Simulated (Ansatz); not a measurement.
`[NH2][Al]([SH])[Cl]` + HBr → `[SH][Al]([Cl])[Br]` + NH₃ at 700 K and 1 bar (ligand exchange at the Al–N bond).

Computed with Ansatz on PBE0-D4/def2-TZVP structures; ΔE is electronic, products minus reactants. CCSD(T)/CBS adds triple-zeta CCSD(T) − MP2 to the extrapolated MP2 energy (def2 sets, frozen cores). This one scheme is used for every species. For Br outer-core shells are correlated without core-valence functions, which leaves a few kJ/mol of doubt a bond. Scalar relativity is left out up to krypton. Each species was taken in one conformer, which may not be the lowest.

```tsv
species	CCSD(T)/CBS energy (Eh)	H − E (kJ/mol)	S (J/(mol·K))
`[NH2][Al]([SH])[Cl]`	-1156.24062	162.6	436.9
HBr	-2573.91920	36.5	223.7
`[SH][Al]([Cl])[Br]`	-3673.67780	88.8	428.3
NH₃	-56.50880	116.9	226.5
```

H − E and S are ideal-gas, rigid-rotor, harmonic terms from PBE0-D4/def2-TZVP, for one conformer and one mirror image of each species. 1 Eh = 2625.50 kJ/mol, R = 8.31446 J/(mol·K).

By hand: ΔE, ΔH, ΔS and ΔG.

ΔE = (-3673.67780) + (-56.50880) − (-1156.24062) − (-2573.91920) = -0.02678 Eh = -70.3 kJ/mol. Δ(H − E) = 88.8 + 116.9 − 162.6 − 36.5 = 6.6, so ΔH = -63.7 kJ/mol. ΔS = 428.3 + 226.5 − 436.9 − 223.7 = -5.8 J/(mol·K). ΔG = -63.7 − 700 × (-5.8)/1000 = -59.6 kJ/mol.

By hand: the equilibrium constant, and the temperature at which ΔG would vanish if ΔH and ΔS stayed fixed.

log₁₀ K = −ΔG/(RT ln 10) = 4.4. ΔG = 0 at ΔH/ΔS = 10983 K, far beyond where these terms or the molecules hold.

The number of gas molecules stays the same, so ΔS is small and ΔH decides. A doubt of 5 kJ/mol in ΔE shifts log₁₀ K by 0.4 here. Other conformers and mirror images would add mixing entropy, several J/(mol·K) or more a flexible species. These are equilibria of isolated gas molecules and say nothing of rates. Largest T1 diagnostic: 0.010 (customary marks: 0.02 for closed shells, 0.045 for open ones).
